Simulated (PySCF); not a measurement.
Compound: C3H8O3S.
Geometry (PBE0-D3(BJ)/def2-SVP, Å), atoms numbered from 1 in this order:
```
atom  x, y, z in Å
C1     0.568    1.420   -0.363
C2     0.345    0.033    0.211
C3     1.304   -1.019   -0.327
S4    -1.328   -0.524   -0.155
O5    -1.588   -1.773    0.546
O6    -1.565   -0.386   -1.576
O7    -2.215    0.617    0.604
H8     1.584    1.760   -0.113
H9     0.464    1.401   -1.458
H10   -0.152    2.144    0.043
H11    0.369    0.048    1.313
H12    1.227   -1.085   -1.422
H13    1.092   -2.008    0.101
H14    2.336   -0.738   -0.068
H15   -2.687    0.159    1.317
```

Method used: core-valence-separated Tamm–Dancoff BHandHLYP/aug-pcX-1 (pcseg-1 on H, def2-SVPD on S) in PySCF, non-relativistic, gas phase, PBE0-D3(BJ)/def2-SVP geometry. The energies are unshifted.

Question: Give energies, oscillator strengths and core holes at the C K edge.

Answer: 
```
E (eV)       f  core hole on          main final orbital
285.71  0.0111            C1                 LUMO (64 %)
285.75  0.0104            C3                 LUMO (49 %)
286.23  0.0606            C2                      spread
286.45  0.0284            C1                      spread
286.53  0.0299            C3                      spread
286.64  0.0200            C1               LUMO+3 (36 %)
286.69  0.0187            C3                      spread
286.85  0.0216            C2                 LUMO (65 %)
286.88  0.0123            C3                      spread
286.93  0.0099            C1               LUMO+2 (45 %)
287.52  0.0199         C1/C3  spread (2 roots, f summed)
287.66  0.0046            C1               LUMO+3 (35 %)
287.72  0.0116            C3               LUMO+2 (33 %)
```

The first line with a tenth or more of the strongest one's intensity is at 285.71 eV (f = 0.011), with the hole on C1 (methyl carbon). The strongest listed is at 286.23 eV (f = 0.061; C2).

Question: What does the O 1s absorption edge look like?

Answer: 
```json
{"E (eV)": "532.50", "f": "0.0329", "core hole on": "O6", "main final orbital": "spread"}
{"E (eV)": "532.58", "f": "0.0339", "core hole on": "O5", "main final orbital": "spread"}
{"E (eV)": "532.79", "f": "0.0272", "core hole on": "O6", "main final orbital": "spread"}
{"E (eV)": "532.94", "f": "0.0245", "core hole on": "O5", "main final orbital": "spread"}
{"E (eV)": "533.09", "f": "0.0380", "core hole on": "O7", "main final orbital": "LUMO+9 (31 %)"}
{"E (eV)": "533.42", "f": "0.0332", "core hole on": "O7", "main final orbital": "spread"}
{"E (eV)": "533.83", "f": "0.0131", "core hole on": "O5", "main final orbital": "LUMO (44 %)"}
{"E (eV)": "534.00", "f": "0.0267", "core hole on": "O6", "main final orbital": "spread"}
{"E (eV)": "534.21", "f": "0.0268", "core hole on": "O5", "main final orbital": "spread"}
{"E (eV)": "534.44", "f": "0.0118", "core hole on": "O6", "main final orbital": "LUMO (32 %)"}
{"E (eV)": "534.74", "f": "0.0009", "core hole on": "O5", "main final orbital": "LUMO+1 (42 %)"}
{"E (eV)": "534.77", "f": "0.0005", "core hole on": "O6", "main final orbital": "LUMO (35 %)"}
{"E (eV)": "534.87", "f": "0.0023", "core hole on": "O5", "main final orbital": "spread"}
{"E (eV)": "534.92", "f": "0.0038", "core hole on": "O6", "main final orbital": "LUMO+1 (55 %)"}
{"E (eV)": "535.09", "f": "0.0017", "core hole on": "O6", "main final orbital": "LUMO+2 (75 %)"}
```

The first line with a tenth or more of the strongest one's intensity is at 532.50 eV (f = 0.033), with the hole on O6 (sulfonyl oxygen). The strongest listed is at 533.09 eV (f = 0.038; O7).

Roots within 0.03 eV whose holes lie on the same, on equivalent or on shared atoms are summed into one line, and the highest roots are left out, as the search may have cut off their partners. Final orbitals are the ground state's empty Kohn–Sham orbitals.

Question: What length of transition dipole belongs to the line at 285.71 eV?

Answer: From f = (2/3) ΔE |μ|² in atomic units, with ΔE = 10.500 Eh and f = 0.0111: |μ| = 0.040 au = 0.10 D.

The list ends where the root search ended, not at a threshold.

The run took 33 s wall on one thread of an Arm Neoverse V1 (shared host), and the process peaked at 0.92 GiB of memory.

One conformer stands for the species.
